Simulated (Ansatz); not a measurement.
**What each rung costs, and what it gives**

The pair of H2O (SMILES O, atoms 1–3) and GeH4 (SMILES [GeH4], atoms 4–8), both closed shells, in one local arrangement (a lower one may exist), relaxed at PBE0-D4/def2-TZVP:

O1  (0.181, -0.542, -1.893)
H2  (-0.536, -0.077, -2.331)
H3  (0.980, -0.081, -2.162)
Ge4  (-0.125, 0.131, 1.264)
H5  (1.363, 0.140, 0.889)
H6  (-0.874, 1.202, 0.459)
H7  (-0.253, 0.477, 2.759)
H8  (-0.737, -1.250, 1.015)
(Å)

Interaction energies are counterpoise-corrected; the time is that of the whole pair.

Ansatz 0.2.0; basis: as named in each row; cores frozen in the correlated methods. Filled d shells of the heavier atoms are correlated. The def2 sets are not built for correlating such inner shells, so the correlated values are less sure here. B3LYP uses VWN-RPA correlation. Extrapolation: Hartree–Fock as exp(−7.88 √X), correlation as X^−2.97.

Times are rough, for one single point on 4 threads of a shared host (Intel Xeon Platinum 8124M).

The estimate by CCSD(T) at an estimated basis limit (MP2 extrapolated from triple and quadruple zeta, plus CCSD(T) − MP2 in triple zeta) is -0.057 eV.

```csv
method,basis,time (s),interaction energy (eV),method less estimate
HF,STO-3G,under 1,0.028,0.085
PBE-D4,STO-3G,under 1,-0.005,0.052
SPW92,def2-SVP,under 1,-0.112,-0.055
PBE-D4,def2-SVP,under 1,-0.071,-0.014
B3LYP-D4,6-31G,under 1,-0.050,0.007
PBE0-D4,def2-SVP,under 1,-0.070,-0.013
revPBE-D4,def2-TZVPPD,1,-0.042,0.015
CCSD(T),def2-SVP,1,-0.028,0.029
PBE-D4,def2-TZVPPD,1,-0.061,-0.004
BLYP-D4,def2-TZVPPD,1,-0.043,0.014
wB97M-V,def2-SVP,2,-0.070,-0.013
r2SCAN-D4,def2-TZVPPD,2,-0.063,-0.006
PBE0-D4,def2-TZVPPD,2,-0.060,-0.002
HSE06-D4,def2-TZVPPD,2,-0.059,-0.002
B3LYP-D4,def2-TZVPPD,2,-0.053,0.004
B2PLYP,def2-TZVPPD,3,-0.026,0.031
B97M-V,def2-TZVPPD,3,-0.075,-0.018
wB97X-V,def2-TZVPPD,4,-0.064,-0.007
wB97M-V,def2-TZVPPD,4,-0.066,-0.009
MP2,def2-QZVPPD,12,-0.050,0.007
CCSD(T),def2-TZVPPD,27,-0.049,0.008
```

No T1 diagnostic of these runs exceeds 0.012.
